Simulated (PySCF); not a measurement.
## Two-component Hartree-Fock for P (phosphorus, neutral)

Start: [Ne] 3s2 3p3; 3p1/2 filled at m_j = -1/2, +1/2; 3p3/2 filled at m_j = +3/2. Calculated with PySCF 2.14 in x2c-TZVPall-2c (5s6p2d1f, 40 functions): generalised Hartree-Fock with the X2C-1e Hamiltonian and a Gaussian nucleus; one run each with spin-orbit coupling (SO) switched off, then screened by Boettger's factors.

| spinor shell | electrons | ε, spin-free (eV) | ε, screened SO (eV) | weight of nominal j (screened SO) | rms radius, screened SO (bohr) |
| --- | --- | --- | --- | --- | --- |
| 1s1/2 | 2 | -2182.0 | -2182.0 | 1.000 | 0.120 |
| 2s1/2 | 2 | -205.33 | -205.33 | 1.000 | 0.560 |
| 2p1/2 | 2 | -146.89 | -147.80 | 0.819 | 0.538 |
| 2p3/2 | 4 | -146.89 | -146.44 | 0.909 | 0.540 |
| 3s1/2 | 2 | -19.003 | -19.003 | 1.000 | 2.08 |
| 3p1/2 | 2 | -10.631 | -10.642 | 0.507 | 2.52 |
| 3p3/2 | 1 | -10.631 | -10.608 | 1.000 | 2.52 |

```csv
quantity,spin-free,screened SO
E (hartree),-341.52597,-341.52641
M_J,3/2,3/2
⟨J²⟩,3.750,3.750
⟨L²⟩,0.000,0.000
⟨S²⟩,3.750,3.750
```

Each row is a mean over spinors that exchange with the open shell spreads, by up to 7.598 eV (3s1/2).

Rows whose weight is well below 1 are mixtures of j = l ± 1/2: exchange outweighs spin-orbit coupling there, and the label is only the starting occupation.

Without spin-orbit coupling the j labels of p, d and f shells carry no meaning; the spin-free column gives the mean over the occupied spinors of each nl shell.
